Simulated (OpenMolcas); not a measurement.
Computed levels of 3s2 3p2 in ions with 14 electrons, in cm-1 above 3P0.

```
Program             : OpenMolcas 26.06
Method              : SS-CASPT2, IPEA 0.25 Eh, imaginary shift 0.1 Eh
Basis               : ANO-R2
Scalar Hamiltonian  : X2C, finite nucleus
Spin-orbit coupling : RASSI with atomic mean-field integrals over the reference wave functions, term energies averaged over their components
```

Active space for each ion: 2 electrons in 3 orbitals (3p); closed shells correlated by CASPT2: 2s 2p 3s.

```json
{"Level": "3P1", "Si": "67.1", "P+": "148", "S2+": "272", "Ar4+": "714"}
{"Level": "3P2", "Si": "196", "P+": "425", "S2+": "766", "Ar4+": "1922"}
{"Level": "1D2", "Si": "6650", "P+": "8990", "S2+": "11460", "Ar4+": "16330"}
{"Level": "1S0", "Si": "16370", "P+": "22000", "S2+": "27840", "Ar4+": "38620"}
```

Question: Estimate 3P2, 1D2, 1S0 for Cl3+ from its neighbours S2+ and Ar4+.

Answer: 3P2 is fine structure, which grows about as the fourth power of a screened charge, so the fourth roots are averaged: ((766^0.25 + 1922^0.25) / 2)^4 = 1246. The calculation gives 1251, so the estimate is off by -0.4 %; the measured value is 1341 (Moore, Atomic Energy Levels, vol. I, NSRDS-NBS 35 (1971 reprint of NBS Circular 467, 1949)).
1D2 is another term, which grows about linearly with the charge: (11460 + 16330) / 2 = 13895. The calculation gives 13850, so the estimate is off by +0.3 %; the measured value is 13766 (Moore, Atomic Energy Levels, vol. I, NSRDS-NBS 35 (1971 reprint of NBS Circular 467, 1949)).
1S0 is another term, which grows about linearly with the charge: (27840 + 38620) / 2 = 33230. The calculation gives 33290, so the estimate is off by -0.2 %; the measured value is 32550 (Moore, Atomic Energy Levels, vol. I, NSRDS-NBS 35 (1971 reprint of NBS Circular 467, 1949)).

Term energies are means over components that CASPT2 splits; among the terms shown or strongly mixed into the levels shown the widest spread is 120 cm-1 (3s2 3p2 1D, Cl3+). With the s shell closed, the reference lacks s² → p² mixing. Computed and measured levels are paired by configuration, term and J; levels that our copy of the source lacks, or whose pairing is in doubt (as where it misses far off the trend of its configuration), stay unpaired and out of the deviations. Only configurations of the active space appear.
